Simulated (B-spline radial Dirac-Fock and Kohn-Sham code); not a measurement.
# Dipole and non-dipole photoemission parameters of Cs 3p3/2

System: neutral cesium in the configuration 1s2 2s2 2p6 3s2 3p6 3d10 4s2 4p6 4d10 5s2 5p6 6s1; threshold 1003.0 eV (tabulated edge). The computed values come from a B-spline atomic structure program: Dirac-Hartree-Slater photoionisation with a Latter tail; cross sections with all multipoles, angular parameters from the dipole term and its interference with E2.

For linearly polarised light dσ/dΩ = σ/(4π) [1 + β P₂(cos θ) + (δ + γ cos²θ) sin θ cos φ], with θ from the polarisation vector and φ the angle between the beam and the projection of the electron momentum on the plane normal to the polarisation.

```
hν (eV)  σ (kb)      β       γ      δ
   1200     217  1.058   0.313  0.082
   1590     143  1.463   0.114  0.014
   1910     105  1.566  -0.001  0.006
   2000    96.3  1.584  -0.017  0.005
   2340    71.8  1.625  -0.035  0.005
   2800    50.2  1.649   0.005  0.007
   3480    31.6  1.652   0.127  0.010
   4270    19.9  1.636   0.295  0.014
 5414.7    11.4  1.601   0.538  0.020
   5760    9.76  1.590   0.609  0.023
   7310    5.33  1.535   0.897  0.034
   7750    4.57  1.519   0.970  0.037
   7770    4.54  1.519   0.973  0.037
   8220    3.92  1.503   1.045  0.041
  12000    1.39  1.379   1.543  0.074
  12900       ?      ?       ?      ?
  15000   0.733  1.292   1.834  0.103
```

Q: Give the values at 12900 eV.

A: σ = 1.13 kb, β = 1.352, γ = 1.639, δ = 0.083.
